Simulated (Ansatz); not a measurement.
# B3H3O3 (SMILES B1OBOBO1): the vertical ionisation energy, rung by rung

The species is B3H3O3 (9 atoms), meant as a singlet with charge 0. As SMILES, `B1OBOBO1`. Geometry: relaxed at PBE0-D4/def2-TZVP. This is one conformer, not always the lowest.

```tsv
atom	x (Å)	y (Å)	z (Å)
B	1.3016	0.1158	-0.4247
O	0.6128	-1.0535	-0.6248
B	-0.6869	-1.1727	-0.2023
O	-1.2974	-0.1154	0.4232
B	-0.6148	1.0569	0.6269
O	0.6846	1.1689	0.2016
H	2.4293	0.2162	-0.7926
H	-1.2819	-2.1887	-0.3775
H	-1.1473	1.9725	1.1701
```

Each level gives the vertical ionisation energy (to the doublet cation) (eV). The values are calculated.

```json
{"level": "BLYP/6-31G* (spherical functions)", "kind": "GGA", "program": "Ansatz", "value (eV)": "10.98", "CPU time (all runs)": "58 s"}
{"level": "BHLYP/6-31G* (spherical functions)", "kind": "global hybrid", "program": "Ansatz", "value (eV)": "12.28", "CPU time (all runs)": "83 s"}
{"level": "r2SCAN0/6-31G* (spherical functions)", "kind": "hybrid meta-GGA", "program": "Ansatz", "value (eV)": "11.97", "CPU time (all runs)": "2.9 min"}
{"level": "CAM-B3LYP/6-31G* (spherical functions)", "kind": "range-separated hybrid", "program": "Ansatz", "value (eV)": "12.08", "CPU time (all runs)": "93 s"}
{"level": "HSE06/6-31G* (spherical functions)", "kind": "range-separated hybrid", "program": "Ansatz", "value (eV)": "11.77", "CPU time (all runs)": "92 s"}
{"level": "B2PLYP/6-31G* (spherical functions)", "kind": "double hybrid", "program": "Ansatz", "value (eV)": "11.89", "CPU time (all runs)": "1.7 min"}
{"level": "MP2/6-31G* (spherical functions)", "kind": "perturbation theory", "program": "Ansatz", "value (eV)": "12.91", "CPU time (all runs)": "46 s"}
{"level": "CCSD(T)/6-31G* (spherical functions)", "kind": "coupled cluster or CI", "program": "Ansatz", "value (eV)": "12.10", "CPU time (all runs)": "4.3 min"}
```

The values span 10.98 to 12.91 eV. The coupled-cluster rows rest on a doubtful reference here (large T1 or Brueckner and Hartree–Fock orbitals at odds), and rows may lie in different states. Times are those of the runs behind each value, whatever else they computed, on shared processors of several kinds: orders of magnitude only.
